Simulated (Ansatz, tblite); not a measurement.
Cost and result up the ladder for SnO₄H₄ (9 atoms). Charge 0, multiplicity 1. Geometry: B3LYP-D4/def2-SVP.

```xyz
9

Sn    0.4624   -0.3303   -0.8742
O    -1.4698   -0.0670    1.4742
O    -1.4055   -0.5196   -1.0138
O     1.3758    1.3781   -1.2964
O    -0.0201   -0.0612    1.4303
H     0.7414    2.0953   -1.4468
H     0.2101   -0.7825    2.0405
H     1.7617   -1.4376   -0.7761
H    -1.6560   -0.2751    0.4623
```

Ansatz on 4 threads of Arm Neoverse V1 on a shared host; xTB runs through tblite on one thread. Times are rough, summed over both states, and most runs start from the orbitals of an earlier one. PBE0-D4/def2-TZVP serves as the yardstick here, not as an exact answer. Differences are given only for rows in sets of like size (and for xTB, whose basis is part of the method), since another set adds its own error. The other state is a doublet.

In the def2 sets Sn takes a core potential; there is no spin–orbit coupling. The xTB rows come from tblite. Correlated methods freeze 8 core orbitals; core or outer-core shells of Sn are correlated, in sets that lack core-valence functions. The rows differ in basis, and correlated rows in double-zeta sets carry the largest basis error. The structure holds one bond between oxygen atoms, so isomers without such links may lie far lower. The structure comes from a short search, and lower isomers may exist.

Correlated methods converge slowly with the basis, most of all in double-zeta sets.

Raw xTB energies of ions are shifted by several eV.

```json
{"level": "r2SCAN-D4/def2-TZVP", "functions": "198", "vertical IE (eV)": "9.44", "difference from PBE0-D4/def2-TZVP (eV)": "-0.13"}
{"level": "PBE0-D4/def2-TZVP", "functions": "198", "vertical IE (eV)": "9.57", "difference from PBE0-D4/def2-TZVP (eV)": "0.00"}
{"level": "GFN2-xTB", "functions": "29", "vertical IE (eV)": "15.29", "difference from PBE0-D4/def2-TZVP (eV)": "5.72"}
{"level": "CCSD(T)/def2-SVP", "functions": "102", "vertical IE (eV)": "9.31", "difference from PBE0-D4/def2-TZVP (eV)": "–"}
{"level": "PBE-D4/def2-TZVP", "functions": "198", "vertical IE (eV)": "9.33", "difference from PBE0-D4/def2-TZVP (eV)": "-0.24"}
{"level": "GFN1-xTB", "functions": "33", "vertical IE (eV)": "16.45", "difference from PBE0-D4/def2-TZVP (eV)": "6.88"}
```

Q: Estimate how long each takes.

A: GFN1-xTB 0.013 s; GFN2-xTB 0.013 s; PBE-D4/def2-TZVP 5.9 s; r2SCAN-D4/def2-TZVP 14 s; PBE0-D4/def2-TZVP 14 s; CCSD(T)/def2-SVP 61 s. On shared hardware such times vary by a factor of up to 3.
